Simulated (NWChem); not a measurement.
**SeSn**

```xyz
2

Sn     0.0000     0.0000     0.9594
Se     0.0000     0.0000    -1.4109
```
Charge 0, spin multiplicity 1.

Everything below was run with NWChem. Structure: optimised with PBE/def2-SVP with def2 effective core potentials on Sn, a minimum by its harmonic frequencies.

Symmetry labels belong to the abelian group C2v used in the runs, with the axes of the coordinates shown; states degenerate in a higher group split over its labels.

Effective core potentials replace the inner electrons of Sn; spin-orbit coupling is left out. B3LYP has NWChem's definition, with VWN1-RPA local correlation. The structure started from a generated list of species.

List the lowest 3 singlet excitations that TD-B3LYP/def2-SVPD with def2 effective core potentials on Sn, VWN1-RPA local correlation gives, with oscillator strengths.


| state | symmetry | energy (eV) | wavelength (nm) | f |
|---|---|---|---|---|
| 1 | a2 | 2.75 | 451 | 0.000 |
| 2 | a2 | 3.02 | 410 | 0.000 |
| 3 | a1 | 3.02 | 410 | 0.000 |
